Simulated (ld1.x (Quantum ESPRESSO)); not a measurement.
**Se (Z = 34) RRKJ: all-electron and pseudo phase curves**

* Element: selenium (Se)
* Generator: ld1.x (Quantum ESPRESSO) 7.5
* Type: norm-conserving RRKJ (Kleinman–Bylander form)
* Functional: LDA (PZ)
* Relativity: fully relativistic
* Frozen core: [Ar] 3d10
* Valence charge: 6
* Reference configuration: 4s2 4p4
* Partial waves: 4s (bound): rc 1.55 bohr; 4p (bound): rc 1.65 bohr; 4d channel at -0.2 Ry: rc 1.75 bohr
* Local potential: all-electron potential smoothed inside 1.70 bohr (lloc = -2)
* Core correction: a·sin(br)/r model core inside 1.15 bohr
* rho0: 0.005

Open shells are filled in proportion to 2j + 1 (rel_dist='average').

The phase is arctan(r·u′/u) with u = r·R(r), unwrapped; energies in Ry, scanned from -3 to 5 Ry. A pole is an energy at which the radial function vanishes at the test radius. The pseudo phase is shifted by a multiple of π to meet the all-electron one at the reference energy, and phase errors are pseudo minus all-electron; the curves can meet again beyond the range given. Levels narrower than the energy grid can be missing from the lists of poles.

```tsv
channel	radius (bohr)	reference energy (Ry)	poles, all-electron	poles, pseudo	unbroken range about the reference energy with phases within 0.05 rad	phase error 1 Ry above the reference energy (rad)
s	1.90	-1.28	1.42	1.36	below 4.6	-0.002
p1/2	1.90	-0.51	3.02	2.88	the whole range	-0.003
p3/2	1.90	-0.48	3.18	3.01	the whole range	-0.004
d3/2	1.90	-0.20	none	none	below 1.1	-0.020
d5/2	1.90	-0.20	none	none	below 1.1	-0.020
```

Phases in the p1/2 channel:

```csv
E (Ry),all-electron,pseudo
-3.00,1.160,1.158
-2.76,1.131,1.128
-2.52,1.095,1.092
-2.28,1.050,1.048
-2.04,0.994,0.992
-1.80,0.922,0.920
-1.56,0.826,0.824
-1.32,0.694,0.692
-1.08,0.509,0.508
-0.84,0.255,0.255
-0.60,-0.066,-0.066
-0.36,-0.404,-0.404
-0.12,-0.694,-0.695
0.12,-0.912,-0.914
0.36,-1.068,-1.070
0.60,-1.181,-1.184
0.84,-1.264,-1.268
1.08,-1.329,-1.333
1.32,-1.379,-1.385
1.56,-1.421,-1.426
1.80,-1.455,-1.461
2.04,-1.484,-1.491
2.28,-1.509,-1.517
2.52,-1.532,-1.540
2.76,-1.551,-1.561
3.00,-1.569,-1.580
3.24,-1.586,-1.598
3.48,-1.602,-1.615
3.72,-1.617,-1.631
3.96,-1.631,-1.648
4.20,-1.645,-1.664
4.44,-1.658,-1.680
4.68,-1.672,-1.696
4.92,-1.685,-1.714
```
